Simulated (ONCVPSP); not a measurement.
Reading a pseudo-wave (Pt)

Columns: radius, all-electron u(r) and pseudo u(r) of the 5d shell (level -5.27 eV) of platinum in the configuration [Kr] 4d10 4f14 5s2 5p6 5d9.5 6s0.5; PBE, scalar-relativistic, ONCV scheme, ONCVPSP 4.0.1.

```
r (bohr)  all-electron  pseudo
   0.080        0.2271  0.0011
   0.160        0.1466  0.0089
   0.240       -0.1761  0.0285
   0.320       -0.3676  0.0635
   0.400       -0.3628  0.1149
   0.480       -0.2271  0.1825
   0.560       -0.0343  0.2642
   0.640        0.1662  0.3567
   0.720        0.3479  0.4549
   0.800        0.4995  0.5521
   0.880        0.6182  0.6410
   0.960        0.7057  0.7153
   1.040        0.7656  0.7706
   1.120        0.8028  0.8062
   1.200        0.8215  0.8238
   1.280        0.8259  0.8271
   1.360        0.8194  0.8197
   1.440        0.8048  0.8048
   1.520        0.7843  0.7843
   1.600        0.7598  0.7598
   1.680        0.7326  0.7326
   1.760        0.7038  0.7038
   1.840        0.6742  0.6741
   1.920        0.6442  0.6442
   2.000        0.6145  0.6145
   2.080        0.5853  0.5852
```

How many radial nodes do the two functions have?

The all-electron 5d function has n − l − 1 = 2; the pseudo-wave has 0, since the states of the same l below it are removed with the core.

At about which radius was the pseudo-wave matched?

1.55 bohr. The columns agree to 0.0005 from 1.36 bohr on; several derivatives are matched, so the curves merge somewhat inside the radius.

Where does each function peak?

Outermost all-electron maximum near 1.28 bohr, pseudo maximum near 1.28 bohr (to the table’s step).

Is the pseudo-wave norm-conserving?

Yes: the ONCV scheme keeps the norm inside the radius equal to the all-electron one, which fixes the energy derivative of the logarithmic derivative at the level.
